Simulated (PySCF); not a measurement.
Bonds: B1-P2 2.011 Å, B1-Cl6 1.823 Å, B1-Cl7 1.826 Å, B1-Cl8 1.824 Å. P2 carries H3, H4, H5.

Theory: PBE0-D3(BJ)/def2-SVP geometry, PBE0/pcSseg-1 with gauge-including orbitals, in PySCF 2.14.0 with density-fitted response routines (relativity neglected, fast rotation and ring inversion assumed for equivalent nuclei, in vacuum, a single conformation).

Chemical shifts δ = σref − σ; ¹H (31.27 ppm) against TMS; BF3·OEt2 for ¹¹B (100.73 ppm); ³¹P (310.13 ppm) against H3PO4; HCl for ³⁵Cl (943.27 ppm), all at this level.

```
      atoms  nucleus  count  Hirshfeld charge  δ (ppm)
         B1      ¹¹B      1              0.05        ?
Cl6/Cl7/Cl8     ³⁵Cl      3             -0.15        ?
         P2      ³¹P      1              0.29   -152.0
   H3/H4/H5       ¹H      3              0.04     4.24
```

Q: Estimate the values marked ?.

A: 
- B1: 1.6 ppm, boron bonded to 3 Cl, P
- Cl6/Cl7/Cl8: 136 ppm, chlorine bonded to B

Experimental scales use liquid or dissolved standards, which lie at an offset from isolated H3PO4.
